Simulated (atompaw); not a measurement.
# PBE PAW (atompaw) dataset for As, scalar-relativistic all-electron reference.

```json
{"Element": "As (Z = 33)", "Generator": "atompaw 4.2.0.5", "Type": "PAW", "Functional": "PBE", "Relativity": "scalar-relativistic", "Frozen core": "[Ar] 3d10", "Valence charge": "5", "Reference configuration": "4s2 4p3", "Partial waves": "4s (bound): rc 1.75 bohr; 4s channel at 0.65 Ry: rc 1.75 bohr; 4p (bound): rc 0.80 bohr; 4p channel at 1.9 Ry: rc 0.80 bohr; 4d channel at 0.4 Ry: rc 1.75 bohr", "Local potential": "troulliermartins scheme with l = 3 at 0 Ry, radius 1.30 bohr", "Core correction": "smooth core density matched at 1.05 bohr", "Augmentation charge": "sinc compensation charge, radius 1.55 bohr; PAW radius 1.75 bohr; waves and projectors: custom rrkj gramschmidtortho"}
```

All-electron outer shells of the reference configuration (PBE, scalar-relativistic, ld1.x):

```json
{"shell": "3p", "level (eV)": "-133.68", "outermost node (bohr)": "0.22", "outermost maximum (bohr)": "0.52"}
{"shell": "3d", "level (eV)": "-40.65", "outermost node (bohr)": "–", "outermost maximum (bohr)": "0.47"}
{"shell": "4s", "level (eV)": "-14.49", "outermost node (bohr)": "0.73", "outermost maximum (bohr)": "1.61"}
{"shell": "4p", "level (eV)": "-5.19", "outermost node (bohr)": "0.78", "outermost maximum (bohr)": "2.00"}
```

**Question.** Estimate the cutoffs (Ry, on a coarse ladder) from which the occupation-weighted sum of valence levels, in a spherical-Bessel basis at the reference potential, stays within 10 and 1 mRy of its value at 400 Ry.

**Answer.** 100 Ry and 160 Ry.

**Question.** What does a ghost test show?

**Answer.** Ghost states, extra bound levels that the all-electron valence spectrum of the same l lacks: p at -133.8 eV, s at -50.4 eV. A true bound ghost makes a file unfit for plane-wave use.

**Question.** Is the overlap operator S = 1 + Σ q|β⟩⟨β| positive definite (Bessel basis up to 400 Ry)?

**Answer.** Yes: its lowest eigenvalue is 0.16 (p channel).

**Question.** Which valence shell sets the plane-wave cutoff?

**Answer.** 4p: its level needs 140 Ry to come within 1 mRy, against 12 Ry for 4s.
